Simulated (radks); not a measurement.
The numbers below are computed, except where a source is named.
Mg III, 10 electrons, occupied as [He] 2s2 2p5 3s1 (not the ground configuration). Code: a radial shooting solver on a logarithmic mesh with Libxc functionals. Model: scalar-relativistic Kohn-Sham, r2SCAN, spin-polarised, spherical densities, finite nucleus; open shells are filled with parallel spins first; meta-GGA in the generalised Kohn-Sham scheme; Fermi nuclear charge, rms radius 3.057 fm.

Normalised radial functions P(r) = r R(r), r in bohr:

r	2s up	2s down	2p up
0.00669	0.1323	0.1305	0.0025
0.007543	0.1476	0.1456	0.0032
0.008505	0.1644	0.1622	0.0040
0.009589	0.1828	0.1803	0.0050
0.01081	0.2029	0.2002	0.0063
0.01219	0.2248	0.2218	0.0080
0.01374	0.2485	0.2452	0.0100
0.01537	0.2723	0.2686	0.0124
0.01733	0.2994	0.2954	0.0155
0.01954	0.3282	0.3238	0.0195
0.02204	0.3584	0.3535	0.0243
0.02484	0.3897	0.3844	0.0304
0.02801	0.4216	0.4159	0.0379
0.03158	0.4536	0.4475	0.0472
0.03533	0.4828	0.4763	0.0577
0.03983	0.5124	0.5055	0.0714
0.04491	0.5391	0.5318	0.0880
0.05063	0.5614	0.5537	0.1082
0.05709	0.5774	0.5695	0.1325
0.06437	0.5852	0.5772	0.1616
0.07258	0.5825	0.5745	0.1960
0.08118	0.5683	0.5605	0.2336
0.09153	0.5384	0.5308	0.2803
0.1032	0.4907	0.4837	0.3340
0.1164	0.4232	0.4169	0.3952
0.1312	0.3342	0.3291	0.4636
0.1479	0.2231	0.2193	0.5391
0.1668	0.0898	0.0879	0.6208
0.1865	-0.0532	-0.0531	0.7019
0.2103	-0.2234	-0.2211	0.7919
0.2371	-0.4057	-0.4012	0.8823
0.2674	-0.5927	-0.5861	0.9692
0.3015	-0.7752	-0.7667	1.0487
0.3399	-0.9429	-0.9331	1.1164
0.3832	-1.0852	-1.0746	1.1671
0.4286	-1.1862	-1.1756	1.1944
0.4833	-1.2525	-1.2428	1.1989
0.5449	-1.2704	-1.2628	1.1754
0.6144	-1.2385	-1.2339	1.1235
0.6927	-1.1600	-1.1590	1.0448
0.781	-1.0424	-1.0452	0.9428
0.8806	-0.8968	-0.9031	0.8235
0.985	-0.7473	-0.7562	0.7027
1.111	-0.5855	-0.5962	0.5710
1.252	-0.4343	-0.4455	0.4444
1.412	-0.3033	-0.3137	0.3296
1.592	-0.1983	-0.2069	0.2320
1.795	-0.1216	-0.1271	0.1550
2.024	-0.0714	-0.0723	0.1001
2.263	-0.0400	-0.0387	0.0622
2.552	-0.0193	-0.0179	0.0342
2.877	-0.0084	-0.0074	0.0171
3.244	-0.0032	-0.0027	0.0077
3.658	-0.0011	-0.0008	0.0031
4.124	-0.0003	-0.0002	0.0011
4.65	-0.0001	0.0000	0.0003
5.201	0.0000	0.0000	0.0001
5.864	0.0000	0.0000	0.0000
6.612	0.0000	0.0000	0.0000
7.455	0.0000	0.0000	0.0000

2s up: eigenvalue -120.30 eV, 1 radial node at r = 0.179 bohr, <r> = 0.669 bohr, 90 % of the charge inside 1.05 bohr. 2s down: eigenvalue -116.89 eV, 1 radial node at r = 0.179 bohr, <r> = 0.675 bohr, 90 % of the charge inside 1.06 bohr. 2p up: eigenvalue -85.980 eV, 0 radial nodes, <r> = 0.641 bohr, 90 % of the charge inside 1.08 bohr.
